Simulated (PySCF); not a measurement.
## C₆ coefficients of unlike pairs at PBE

Calculated with PySCF 2.14 from the dipole response of each species, C₆(A,B) = (3/π) ∫ α_A(iu) α_B(iu) du, in atomic units, from isotropic polarisabilities. For ions this is the dispersion term alone; charge-induced terms of lower order in 1/R come first.

```tsv
species	configuration	basis	relativity	α (bohr³)	C₆ (like pair)
Pt⁺	[Xe] 4f14 5d9 (2D)	aug-cc-pVTZ-PP with ECP60MDF (6s6p5d3f2g)	core potential	16.97	128.9
Ne	[Ne] (1S)	aug-cc-pCVTZ-DK with one added diffuse shell each of s, p, d, f type (8s7p5d3f)	spin-free X2C	3.068	7.446
Ta²⁺	[Xe] 4f14 5d3 (4F)	def2-QZVPPD with the def2 core potential (60 electrons) (7s6p4d3f2g)	core potential	14.89	83.33
O²⁺	[He] 2s2 2p2 (3P)	aug-cc-pVQZ with one added diffuse shell each of s, p, d, f, g type (7s6p5d4f3g)	none	1.748	2.341
```

Question: Estimate C₆ for Ne with Pt⁺.

Answer: The integral gives 30.32. The combination rule 2 C_A C_B / (C_A α_B/α_A + C_B α_A/α_B) gives 29.76 and the geometric mean 30.98.

No spin-orbit coupling is included.

The other pairs:

```csv
pair,C₆
"O²⁺, Ne",4.174
"Ta²⁺, Pt⁺",103.5
"O²⁺, Ta²⁺",13.54
"Ta²⁺, Ne",24.08
"O²⁺, Pt⁺",17.03
```
